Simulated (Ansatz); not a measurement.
Cost and result for the atomization energy of CH₇FO₃Si₂ (`C[Si@@H](O)O[Si@@H](O)F`) (14 atoms, 13 bonds).

```xyz
14

C    -2.378   -0.192    0.400
Si   -0.849   -0.018   -0.617
O    -0.752    1.546   -1.100
O     0.470   -0.422    0.288
Si    1.977    0.075    0.588
O     3.006   -1.170    0.719
F     2.397    1.016   -0.638
H    -2.474   -1.211    0.779
H    -2.351    0.492    1.251
H    -3.264    0.038   -0.196
H    -0.837   -0.931   -1.790
H     0.021    1.812   -1.601
H     2.090    0.863    1.820
H     2.945   -1.897    0.098
```

Total charge 0; spin multiplicity 1. Geometry: relaxed with PBE0-D4/def2-TZVP. It is one conformer, not always the lowest. Program: Ansatz. All runs use 2 threads of an AMD EPYC 7R13 on a shared host and a share of an NVIDIA H100 80 GB. Times are those of one run each, without the atoms' runs, and a repeat can differ threefold. Electronic energies, without spin–orbit coupling; frozen cores. CCSD(T)/CBS adds CCSD(T) − MP2 in def2-TZVPP to the MP2 limit, and its time is that of the two runs behind it. T1 = 0.011. B3LYP takes the VWN-RPA correlation (the form of Gaussian; ORCA's B3LYP/G).

CCSD(T)/CBS is a level of theory with its own doubt, some kJ/mol a heavy atom from the limit and from the frozen cores, so smaller differences don't rank the functionals.

```
                             level  functions  atomization (kJ/mol)  difference from CCSD(T)/CBS  per bond
   PBE-D4/def2-TZVPP (with forces)        337                5713.4                         -3.4      -0.3
                 B2PLYP/def2-TZVPP        337                5620.3                        -96.5      -7.4
 B3LYP-D4/def2-TZVPP (with forces)        337                5651.8                        -65.0      -5.0
                ωB97X-V/def2-TZVPP        337                5694.0                        -22.8      -1.7
                CCSD(T)/def2-TZVPP        337                5548.7                       -168.1     -12.9
                    MP2/def2-QZVPP        635                5792.2                         75.4       5.8
r2SCAN-D4/def2-TZVPP (with forces)        337                5689.1                        -27.7      -2.1
  ωB97M-V/def2-TZVPP (with forces)        337                5699.2                        -17.6      -1.3
                PBE0-D4/def2-TZVPP        337                5613.2                       -103.6      -8.0
                 CCSD(T)/CBS(def2)          –                5716.8                          0.0       0.0
```

Problem. Order the runs by time, with rough figures. (Estimate.)

Solution. Ansatz gave: PBE0-D4/def2-TZVPP 2.2 s; PBE-D4/def2-TZVPP (with forces) 2.3 s; ωB97X-V/def2-TZVPP 2.5 s; B3LYP-D4/def2-TZVPP (with forces) 2.5 s; r2SCAN-D4/def2-TZVPP (with forces) 2.6 s; B2PLYP/def2-TZVPP 2.9 s; ωB97M-V/def2-TZVPP (with forces) 4.2 s; MP2/def2-QZVPP 4.4 s; CCSD(T)/def2-TZVPP 7.5 s; CCSD(T)/CBS(def2) 12 s.

The D4 term adds +51.9 kJ/mol with B3LYP and +27.6 kJ/mol with PBE0; it sums over pairs of atoms, weighted by their polarisabilities, and B3LYP, whose exchange is more repulsive, gets the larger term. In def2-TZVPP, CCSD(T) changes the Hartree–Fock value by +1361.0 kJ/mol (the triples alone add +75.5 kJ/mol) and MP2 by +1502.3 kJ/mol; breaking electron pairs costs correlation energy, which Hartree–Fock lacks. From PBE to PBE0 (25 % exact exchange), in def2-TZVPP and without D4, the atomization energy moves by −95.5 kJ/mol: exact exchange takes away binding that semilocal exchange gives to molecules.
